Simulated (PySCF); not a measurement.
PySCF input for CH₈GeOSi, SMILES O[CH2][GeH2][SiH3], IEF-PCM-PBE0/def2-SVP. Coordinates come from a PBE0-D3(BJ)/def2-SVP optimisation. The structure was generated by enumeration, and PubChem lists no compound with its InChIKey, so it may never have been made. One conformer was computed; it need not be the lowest.

```python
import numpy as np
from pyscf import gto, scf, dft
from pyscf.solvent import pcm

mol = gto.M(
    atom='''
    O    -2.61320809    0.72986682    0.54418543
    C    -1.24178228    0.82969019    0.82722196
    Ge   -0.14677249   -0.34760357   -0.33230353
    Si    2.19456088   -0.08904650    0.04093687
    H    -2.75857747    1.04164208   -0.35507608
    H    -0.86321906    1.86862584    0.76010987
    H    -1.09920201    0.51267053    1.87171804
    H    -0.48471520    0.02323766   -1.79648478
    H    -0.57609667   -1.81256396   -0.11842358
    H     2.53164318   -0.44108840    1.45515113
    H     2.98256348   -0.97125297   -0.87303159
    H     2.59682944    1.33161881   -0.20018157
    ''',
    basis='def2-SVP',
    charge=0,
    spin=0,
    max_memory=1600,
    verbose=3,
)
mf = dft.RKS(mol, xc='pbe0').density_fit(auxbasis='def2-universal-jkfit')
mf.grids.level = 3
mf.conv_tol = 1e-9
mf.max_cycle = 100
mf.kernel()
res = {}
for name, eps in {'water': 78.355, 'cyclohexanone': 15.619, 'benzene': 2.2706}.items():
    s = mf.PCM()
    s.with_solvent.method, s.with_solvent.eps, s.with_solvent.lebedev_order = 'IEF-PCM', eps, 29
    s.kernel(mf.make_rdm1())
    res[name] = (s.e_tot, eps, s.dip_moment(), s.mo_energy, s.converged)
    print(f'{name}: electrostatic solvation free energy {(s.e_tot - mf.e_tot) * 627.509474:.3f} kcal/mol')
```

It prints:

```
converged SCF energy = -2483.65511043594

WARN: PCM is an experimental feature. It is still in testing.
Features and APIs may be changed in the future.

converged SCF energy = -2483.66180287057
Dipole moment(X, Y, Z, Debye):  0.52606,  1.17598, -0.75558
water: electrostatic solvation free energy -4.200 kcal/mol

WARN: PCM is an experimental feature. It is still in testing.
Features and APIs may be changed in the future.

converged SCF energy = -2483.6612130106
Dipole moment(X, Y, Z, Debye):  0.51924,  1.13633, -0.74042
cyclohexanone: electrostatic solvation free energy -3.829 kcal/mol

WARN: PCM is an experimental feature. It is still in testing.
Features and APIs may be changed in the future.

converged SCF energy = -2483.65798287583
Dipole moment(X, Y, Z, Debye):  0.48267,  0.96067, -0.67137
benzene: electrostatic solvation free energy -1.802 kcal/mol
```

The run converged.

Cost: about 80 core-seconds (a rough figure).
